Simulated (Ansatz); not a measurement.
Geometry optimisation, Ansatz 0.2.0, RHF/def2-SVP.

The input (input.yaml):

```yaml
crystal:
  periodic: [false, false, false]
  atoms:
    - { symbol: Sn, position_ang: [0.351964, 0.309567, -0.449488] }
    - { symbol: Cl, position_ang: [-0.593852, 0.419463, 3.045878] }
    - { symbol: H, position_ang: [1.40929, 0.095357, -1.765144] }
    - { symbol: O, position_ang: [-1.136466, 1.35149, -1.210684] }
    - { symbol: H, position_ang: [-1.913475, 1.46356, -0.685958] }
    - { symbol: H, position_ang: [-0.228282, -1.159265, 0.177241] }
    - { symbol: H, position_ang: [1.124601, 1.264101, 0.771766] }
    - { symbol: H, position_ang: [0.40872, 1.072227, 2.485788] }
basis:
  gaussian: { orbitals: def2-SVP }
hamiltonian:
  xc: hf
relax:
  f_tol: 0.03
  max_steps: 50
output:
  orbitals: {}
```

Command:

```bash
$ ansatz run input.yaml --threads 1 --pin off --max-ram 2048MiB --backend cpu --events-out ev --progress --plain --runs-dir out
```

Q: Where does it end, and by what steps?

A: It converged. The force dipped under the threshold on the way, but the program's further checks kept it going. After 40 steps the energy has fallen by 0.467 eV; O4 moved furthest, 1.50 Å.

| step | energy less start (eV) | largest force component (eV/Å) | accepted |
| --- | --- | --- | --- |
| 0 | 0.0000 | 1.192 | yes |
| 2 | -0.1484 | 0.478 | yes |
| 4 | -0.1920 | 0.073 | yes |
| 6 | -0.1969 | 0.131 | yes |
| 8 | -0.2001 | 0.028 | yes |
| 10 | -0.2061 | 0.392 | yes |
| 12 | -0.2095 | 0.574 | yes |
| 14 | -0.2273 | 0.310 | yes |
| 16 | -0.2369 | 0.099 | yes |
| 18 | -0.2388 | 0.183 | yes |
| 20 | -0.2424 | 0.253 | yes |
| 22 | -0.2444 | 0.090 | yes |
| 24 | -0.2475 | 0.076 | yes |
| 26 | -0.2503 | 0.068 | yes |
| 28 | -0.2539 | 0.649 | yes |
| 30 | -0.3294 | 0.225 | yes |
| 32 | -0.2848 | 3.095 | no |
| 34 | -0.4360 | 0.156 | yes |
| 36 | -0.4650 | 0.082 | yes |
| 38 | -0.4667 | 0.038 | yes |
| 40 | -0.4675 | 0.009 | yes |

```xyz
8
Properties=species:S:1:pos:R:3
Sn 0.622 0.140 -0.638
Cl -0.777 1.151 3.398
H 0.718 0.679 -2.254
O -0.811 1.205 0.244
H -1.621 1.352 -0.220
H 0.166 -1.499 -0.547
H 2.012 0.498 0.266
H -0.886 1.292 2.121
```

Whether the end is a true minimum wasn't checked by a vibrational analysis.

Run time: 80 s on 1 thread of Arm Neoverse V2, with other jobs on the host, peak memory 0.16 GiB.
